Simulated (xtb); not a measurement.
C₅H₅N, SMILES C#CC(N)=C=C. All values are semi-empirical tight-binding results from xtb (GFN2-xTB unless named), good for trends rather than for accurate numbers. Coordinates come from a GFN2-xTB optimisation. This is a generated structure with no PubChem entry under its InChIKey; it may be hypothetical. One conformer was computed; it need not be the lowest.

* **orbital gap**: 3.73 eV
* **dipole moment**: 1.44 D
* **zero-point energy**: 50.0 kcal/mol
* **G − E(el) at 298.15 K (modified RRHO)**: 30.9 kcal/mol
* **static polarisability (D4 model)**: 63.6 bohr³
* **solvation energy, GFN2-xTB/ALPB(water)**: -3.8 kcal/mol
* **solvation energy, GFN2-xTB/ALPB(methanol)**: -7.0 kcal/mol

Computed IR lines (harmonic; lines under 4 % of the strongest left out, lines within 3 cm⁻¹ merged):
ν (cm⁻¹): 289 (w), 473 (w), 713 (vs), 778 (w), 873 (w), 1259 (m), 1320 (m), 1452 (w), 1502 (m), 2056 (w), 3025 (w), 3035 (m) (against the strongest line: vs over 80 %, s over 45 %, m over 15 %, w over 4 %, vw less)
